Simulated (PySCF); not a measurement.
**Curvature of the energy in the electron number along group 13, charge +1**

Calculated with PySCF 2.14, in aug-cc-pV(T+d)Z, non-relativistic, aug-cc-pVTZ-PP with ECP10MDF, ECP, aug-cc-pVTZ-DK3, spin-free X2C, aug-cc-pVTZ-PP with ECP60MDF, ECP: one orbital is emptied in steps, and each cell gives the departure of E from the straight line at half an electron, in eV (from a cubic fit). The exact functional gives zero.

| species | orbital | LDA | PBE | r2SCAN | PBE0 | BHandHLYP | LC-wPBE | UHF |
| --- | --- | --- | --- | --- | --- | --- | --- | --- |
| Al⁺ | 3s beta | -0.99 | -0.99 | -0.80 | -0.72 | -0.54 | -0.08 | 0.05 |
| Ga⁺ | 4s beta | -1.13 | -1.12 | -0.96 | -0.81 | -0.57 | -0.11 | 0.06 |
| In⁺ | 5s beta | -1.03 | -1.03 | -0.89 | -0.74 | -0.51 | -0.07 | 0.06 |
| Tl⁺ | 6s beta | -1.08 | -1.07 | -0.97 | -0.77 | -0.51 | -0.09 | 0.08 |

**Question.** How does the mean departure depend on the functional?

**Answer.** LDA -1.06 eV; PBE -1.05 eV; r2SCAN -0.90 eV; PBE0 -0.76 eV; BHandHLYP -0.53 eV; LC-wPBE -0.09 eV; UHF 0.07 eV. Semilocal functionals are convex (delocalisation error), Hartree-Fock is concave or straight, and exact exchange removes curvature roughly in proportion to its share, so among the functionals the range-separated hybrids usually come closest to zero.

No spin-orbit coupling is included.
